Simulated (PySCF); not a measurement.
# Exercise with solution: oscillator strength and radiative lifetime

B(Me)2(NHMe) (C₃H₁₀BN), SMILES CNB(C)C.

Coordinates come from a B3LYP-D3(BJ)/def2-SVP optimisation. Other conformers were not sampled.

TDA-PBE/def2-SVPD (PySCF 2.14.0) puts the first singlet state with f over 0.02 at 6.78 eV (vertical), with the transition dipole (-0.168, -0.390, 0.113) in atomic units.

Find the oscillator strength, the wavelength and the radiative lifetime that this transition would have in vacuum if emission retraced absorption.


|μ|² = 0.1931 au, so |μ| = 1.12 D. ΔE = 6.78/27.211 = 0.2492 hartree. f = (2/3) ΔE |μ|² = 0.032 (the program prints 0.032).
λ = 1239.84/6.78 = 183 nm; ν = 54684 cm⁻¹.
Einstein's coefficient A = 0.6670 ν² f s⁻¹ (ν in cm⁻¹) = 6.4e7 s⁻¹, so τ = 1/A = 16 ns. This state is S3; the lower singlets have f = 0.000, 0.008. The figure is the radiative limit of this one transition; relaxation, internal conversion, crossing to triplets and a medium change what is measured.
